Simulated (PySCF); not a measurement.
# ZnH from Hartree–Fock to correlated methods

State: ²Σ⁺ (doublet), unpaired electrons σ ↑. Set-up: Zn def2-SVPD, H def2-SVPD; no relativity (PySCF 2.14). De refers to Zn + H in their ground configurations, without counterpoise correction. The functionals are run spin-unrestricted. A positive dipole means Zn(−)H(+).

| Level | Re (Å) | ωe (cm⁻¹) | De (eV) | μ (D) |
| --- | --- | --- | --- | --- |
| UHF | 1.628 | 1628 | 0.93 | -0.87 |
| UHF-MP2 | 1.578 | 1726 | 1.24 | n/a |
| UHF-SCS-MP2 | 1.587 | 1710 | 1.22 | n/a |
| UHF-CCSD | 1.602 | 1628 | 1.20 | n/a |
| UHF-CCSD(T) | 1.600 | 1623 | 1.20 | n/a |
| PBE | 1.606 | 1546 | 1.28 | -0.51 |
| r²SCAN | 1.586 | 1627 | 1.55 | -0.61 |
| TPSSh | 1.599 | 1597 | 1.54 | -0.64 |
| B3LYP | 1.614 | 1531 | 1.22 | -0.62 |
| PBE0 | 1.603 | 1594 | 1.26 | -0.60 |
| B97-3 | 1.626 | 1516 | 1.09 | -0.57 |
| HSE06 | 1.603 | 1592 | 1.25 | -0.61 |

(1) Which functional lies closest to UHF-CCSD(T) in De, which farthest, and by how much do they differ from it?

(2) What does the step from GGA to meta-GGA do here, going from PBE to r²SCAN?

(3) What does second-order correlation do here, going from UHF to UHF-MP2?

Correlated steps freeze 5 core orbitals. Correlated levels converge slowly with the basis: in double zeta they bind strong bonds too weakly, by up to about 1 eV, and carry superposition errors of some tenths. The state was picked by a PBE0 search and need not be the measured ground state.

## Answers

(1) Closest is B3LYP (+1.4 pm in Re, -5.7 % in ωe, +0.02 eV in De against UHF-CCSD(T) in the same basis), farthest r²SCAN (-1.4 pm in Re, +0.2 % in ωe, +0.35 eV in De). CCSD(T) converges more slowly with the basis than the functionals do and binds too weakly in this one, so the order can change at the basis-set limit.

(2) r²SCAN less PBE: -2.0 pm in Re, +5.2 % in ωe, +0.27 eV in De. 

(3) UHF-MP2 less UHF: -5.0 pm in Re, +6.0 % in ωe, +0.31 eV in De. Correlation nearly always deepens the well. The bond shortens, as in weak, metallic or heavy-atom bonds, where dispersion and the correlation of outer-core electrons pull the atoms together.
